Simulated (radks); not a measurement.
Values are calculated unless marked as measured or tabulated.
Level of theory: scalar-relativistic Kohn-Sham, LB94 model potential, spin-polarised, spherical densities, finite nucleus; open shells are filled with parallel spins first; Fermi nuclear charge, rms radius of each element as measured or else 0.836 A^(1/3) + 0.57 fm (a radial shooting solver on a logarithmic mesh with Libxc functionals). Response by self-consistent Sternheimer equations with the Hartree and adiabatic LDA kernel, the relativistic mass of each level held fixed and spin-orbit coupling left out. Rank Ne2+, Ne3+, Ne5+, Ne6+, Ne4+, Ne, Ne+ (NIST ground configurations) by static dipole polarisability, largest first.

Answer. Ne 2.594, Ne+ 1.324, Ne2+ 0.8555, Ne3+ 0.6863, Ne4+ 0.5698, Ne5+ 0.5112, Ne6+ 0.5058 bohr^3.
